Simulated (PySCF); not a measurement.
A run for PySCF: D3(BJ) and D4 dispersion corrections on H2O (SMILES O).

```python
from pyscf import gto
from pyscf.dispersion import dftd3, dftd4

mol = gto.M(
    atom='''
    O    -0.35342042   -0.14330864    0.08002929
    H     0.10161668    0.57556720    0.53056402
    H     0.25170374   -0.43235856   -0.61069331
    ''',
    basis='def2-svp',
    charge=0, spin=0, verbose=0, max_memory=1800)
d3, d4 = {}, {}
for xc in ['hf', 'pbe', 'blyp', 'revpbe', 'tpss', 'r2scan', 'b3lyp', 'pbe0', 'bhlyp', 'camb3lyp', 'b2plyp']:
    d3[xc] = float(dftd3.DFTD3Dispersion(mol, xc=xc, version='d3bj', atm=False).get_dispersion()['energy'])
    print(f'D3(BJ) {xc:10s} {d3[xc]:14.8f} Eh')
for xc in ['hf', 'pbe', 'blyp', 'revpbe', 'tpss', 'r2scan', 'b3lyp', 'pbe0', 'bhlyp', 'camb3lyp', 'b2plyp']:
    d4[xc] = float(dftd4.DFTD4Dispersion(mol, xc={'camb3lyp': 'cam-b3lyp'}.get(xc, xc), atm=True).get_dispersion()['energy'])
    print(f'D4     {xc:10s} {d4[xc]:14.8f} Eh')
```

It printed:

```
D3(BJ) hf            -0.00450232 Eh
D3(BJ) pbe           -0.00035943 Eh
D3(BJ) blyp          -0.00071916 Eh
D3(BJ) revpbe        -0.00106188 Eh
D3(BJ) tpss          -0.00042042 Eh
D3(BJ) r2scan        -0.00008484 Eh
D3(BJ) b3lyp         -0.00057383 Eh
D3(BJ) pbe0          -0.00027686 Eh
D3(BJ) bhlyp         -0.00040942 Eh
D3(BJ) camb3lyp      -0.00021234 Eh
D3(BJ) b2plyp        -0.00023428 Eh
D4     hf            -0.00098318 Eh
D4     pbe           -0.00019578 Eh
D4     blyp          -0.00047288 Eh
D4     revpbe        -0.00094919 Eh
D4     tpss          -0.00026710 Eh
D4     r2scan        -0.00004686 Eh
D4     b3lyp         -0.00031026 Eh
D4     pbe0          -0.00015671 Eh
D4     bhlyp         -0.00018233 Eh
D4     camb3lyp      -0.00014972 Eh
D4     b2plyp        -0.00013382 Eh
```

The run finished.

Cost: roughly 0.04 core-seconds.
